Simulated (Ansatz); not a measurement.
Species: BiF₂, charge -1, multiplicity 1. 
Geometry from a B3LYP-D3(BJ)/def2-TZVP (Ansatz, an electronic-structure program) optimisation:
```xyz
3

Bi    -0.2492     0.0000     0.0000
F      1.1493     0.0000     1.5885
F      1.1493     0.0000    -1.5885
```
Charge -1, spin multiplicity 1.

Basis-set convergence of Hartree-Fock and MP2 correlation energies (hartree) with Ansatz. Valence correlation only, unless marked. No spin-orbit coupling. Frozen are the shells of the preceding noble gas and the d and f shells that filled before the atom's block. In def2 rows, elements after Kr have scalar-relativistic effective core potentials. This anion needs diffuse functions, which these sets lack.

| basis | functions | E(HF) | E(corr, MP2) |
|---|---|---|---|
| def2-SVP | 54 | -412.30081 | -0.45428 |
| def2-TZVPP | 112 | -412.58226 | -0.62162 |
| def2-QZVPP | 196 | (withheld) | (withheld) |

Question: What belongs in the gaps?

Answer: 
- def2-QZVPP, E(HF): -412.59863
- def2-QZVPP, E(corr, MP2): -0.68615
